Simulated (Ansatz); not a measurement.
Relaxation of SiPt₂ with RKS PBE0-D4/def2-TZVP.

```sh
$ ansatz run in.yaml --threads 4 --pin off --events-out ev --progress --plain --max-ram 3916MiB
```

```yaml
crystal:
  periodic: [false, false, false]
  atoms:
    - {symbol: Pt, position_ang: [-0.001010, -2.177610, -0.350880]}
    - {symbol: Pt, position_ang: [0.000240, 2.177520, 0.351420]}
    - {symbol: Si, position_ang: [0.000770, 0.000080, -0.000540]}
basis:
  gaussian: {orbitals: def2-TZVP}
hamiltonian: {xc: pbe0, dispersion: d4}
scf: {lower_state_search: "off"}
output: {orbitals: {seedname: orbitals}}
relax: {f_tol: 0.02, max_steps: 100}
```

It took 6 s on 4 threads of Arm Neoverse V1 on a shared host.

Positions (Å) and forces (eV/Å) at steps 1, 2, 3, 4 of 4:

```xyz
3
step=1 energy=-14369.8764 eV
Pt   -0.001   -2.178   -0.351    0.003    2.582    0.415
Pt    0.000    2.178    0.351    0.001   -2.582   -0.418
Si    0.001    0.000   -0.001   -0.004    0.000    0.003
3
step=2 energy=-14370.2603 eV
Pt   -0.001   -2.029   -0.327    0.000   -0.431   -0.070
Pt    0.000    2.029    0.327    0.001    0.431    0.069
Si    0.000    0.000    0.000   -0.001    0.000    0.001
3
step=3 energy=-14370.2665 eV
Pt   -0.001   -2.050   -0.331    0.000    0.128    0.021
Pt    0.001    2.050    0.331    0.000   -0.128   -0.021
Si    0.000    0.000    0.000    0.000    0.000    0.000
3
step=4 energy=-14370.2671 eV
Pt   -0.001   -2.045   -0.330    0.000   -0.003    0.000
Pt    0.001    2.045    0.330    0.000    0.003    0.000
Si    0.000    0.000    0.000    0.000    0.000    0.000
```

In the def2 sets Pt takes a core potential; there is no spin–orbit coupling. The structure comes from a short search, and lower isomers may exist.
